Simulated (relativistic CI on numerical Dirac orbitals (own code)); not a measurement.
# How well does a small relativistic CI reproduce As?

Method of calculation: Dirac-Coulomb-Breit CI, KLI orbitals optimised for each configuration, QED by a radiative potential, valence Slater integrals scaled by 0.85, P86 correlation estimate, and configurations built on the next ion tied to the tabulated ionisation energy (semi-empirical) (own radial code, finite nucleus).

Configuration list (outside the closed core [Ar] 3d10): 4s2.4p3, 4s2.4p2.5s, 4s2.4p2.4d, 4s2.4p2.5p, 4s2.4p2.5d, 4s2.4p2.6s, 4s2.4p2.4f, 4s2.4p2.5f, 4s.4p4, 4s2.4p2.6p, 4s2.4p.4d2, 4s2.4p2.6d, 4s2.4p2.5g, 4s2.4p2.6f. Levels of other configurations are missing.

```csv
Configuration,Term (tabulated),J,Measured (cm⁻¹),Computed,Error,Purity (%)
4s2.4p3,4S°,3/2,0.0,0,0,99
4s2.4p3,2D°,3/2,10592.7,11960,1367,96
4s2.4p3,2D°,5/2,10914.9,12261,1346,100
4s2.4p3,2P°,1/2,18186.3,19720,1534,99
4s2.4p3,2P°,3/2,18647.7,20203,1555,95
4s2.4p2.5s,4P,1/2,50693.9,50667,-27,96
4s2.4p2.5s,4P,3/2,51610.4,51573,-38,97
4s2.4p2.5s,4P,5/2,52898.1,52888,-10,98
4s2.4p2.5s,2P,1/2,53135.8,53407,271,94
4s2.4p2.5s,2P,3/2,54605.5,54924,318,92
4s2.4p2.5s,2D,5/2,60815.2,61748,933,95
4s2.4p2.5s,2D,3/2,60835.0,61785,950,94
```

Measured levels from NIST Handbook of Basic Atomic Spectroscopic Data (Sansonetti and Martin, J. Phys. Chem. Ref. Data 34, 1559 (2005)); pairs were made by configuration, J and term (by order where the table uses no LS term), so strongly mixed levels may be paired wrongly.

Mean error by configuration (cm⁻¹): 4s2.4p3 1451; 4s2.4p2.5s 343. Over the excited levels the mean absolute error is 759 cm⁻¹ (11 of the 11 excited levels that our extract of the source holds in range could be paired), and the median relative error of those above 1,000 cm⁻¹ is 1.5 %.
